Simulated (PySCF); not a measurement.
Bond length, frequency and bond energy of SrIn by level of theory

State: ²Π (doublet), unpaired electrons π ↑. Set-up: PySCF, scalar-relativistic core potentials, basis sets Sr def2-SVPD with ECP28, In def2-SVPD with ECP28. De refers to Sr + In in their high-spin ground configurations, without counterpoise correction. The functionals are run spin-unrestricted. A positive dipole means Sr(−)In(+). Levels whose curve was spin-contaminated or gave no clean fit are not listed.

```tsv
Level	Re (Å)	ωe (cm⁻¹)	De (eV)	μ (D)	CPU s a point (SCF and correlation, without the integrals)
ROHF-MP2	3.506	82.9	0.388	n/a	0.38
ROHF-SCS-MP2	3.563	74.4	0.299	n/a	n/a
LDA	3.336	106	0.89	-2.58	0.57
PBE	3.438	95.6	0.68	-2.43	0.92
B3LYP	3.494	86.6	0.441	-2.51	1.1
ωB97X	3.528	75.9	0.329	-2.39	1.3
```

The bond length runs from 3.336 Å (LDA) to 3.563 Å (ROHF-SCS-MP2). De spans 0.30 eV (ROHF-SCS-MP2, perturbation theory) to 0.89 eV (LDA, local density).

Correlated steps freeze 4 core orbitals. Correlated levels converge slowly with the basis: in double zeta they bind strong bonds too weakly, by up to about 1 eV, and carry superposition errors of some tenths. Spin–orbit coupling is left out, which matters for elements this heavy, above all for dissociation energies. The state is the lowest determinant that a PBE0 search found; another state may lie lower at other levels.

The whole job (state search and all levels along the bond) took about 3.5 min on 1 thread of Arm Neoverse V1 (shared host), peak memory 0.91 GiB.
